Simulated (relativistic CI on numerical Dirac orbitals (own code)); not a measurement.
# Re²⁺: 5p photoemission

Computed with this model: Dirac-Coulomb-Breit CI, separate exchange-only KLI orbitals for each configuration, a model potential for QED, valence Slater integrals scaled by 0.9, multiplet model of photoemission in the sudden approximation; configurations [Xe] 4f14 5d5 → [Kr] 4d10 4f14 5s2 5p5 5d5; 300 K; Lorentzian 1.5 eV and Gaussian 0.6 eV FWHM. Energies are those of the free ion, without screening or charge transfer. The energies are binding energies and can lie tens of eV above those of solids. S is read from ⟨S²⟩ = S(S + 1).

Field parameters in Wybourne normalisation: D4h B²₀ = −7Ds, B⁴₀ = 21(Dq − Dt), B⁴₄ = 21√(5/14) Dq; Oh B⁴₀ = 21Dq, B⁴₄ = √(5/14) B⁴₀. The field is a parameter set, without covalency.

Computed curve for D4h, 10Dq = 42500, Ds = 670, Dt = -490 cm⁻¹, scaled to 100 at the maximum (points under 2 are left out and the grid is thinned):

Energy (eV), Intensity and a bar:
```
     60.0        2.0 
     60.6        2.4 
     61.0        2.7 
     61.6        3.3 
     62.0        3.9 #
     62.6        5.1 #
     63.0        6.2 #
     63.6        8.7 ##
     64.0       11.4 ###
     64.6       18.6 #####
     65.2       34.8 ##########
     65.6       55.7 ################
     66.2       94.0 ############################
     66.6       99.8 ##############################
     67.2       75.1 ######################
     67.6       56.1 #################
     68.2       41.4 ############
     68.8       39.2 ###########
     69.2       37.1 ###########
     69.8       29.8 #########
     70.2       23.7 #######
     70.8       16.0 ####
     71.2       13.3 ###
     71.8       11.7 ###
     72.2       11.7 ###
     72.8       12.4 ###
     73.4       12.6 ###
     73.8       12.4 ###
     74.4       12.2 ###
     74.8       12.2 ###
     75.4       12.4 ###
     75.8       12.6 ###
     76.4       13.0 ###
     76.8       13.3 ###
     77.4       14.0 ####
     78.0       15.2 ####
     78.4       16.5 ####
     79.0       20.0 ######
     79.4       23.5 #######
     80.0       30.0 #########
     80.4       34.6 ##########
     81.0       36.7 ###########
     81.4       31.9 #########
     82.0       20.9 ######
     82.6       12.5 ###
     83.0        9.3 ##
     83.6        6.9 ##
     84.0        6.2 #
     84.6        5.8 #
     85.0        6.0 #
     85.6        7.1 ##
     86.2        8.2 ##
     86.6        8.1 ##
     87.2        6.6 #
     87.6        5.8 #
     88.2        5.3 #
     88.6        4.9 #
     89.2        3.8 #
     89.6        3.0 
     90.2        2.1
```

The ground state has S = 0.52, and the centroid lies at 72.23 eV.
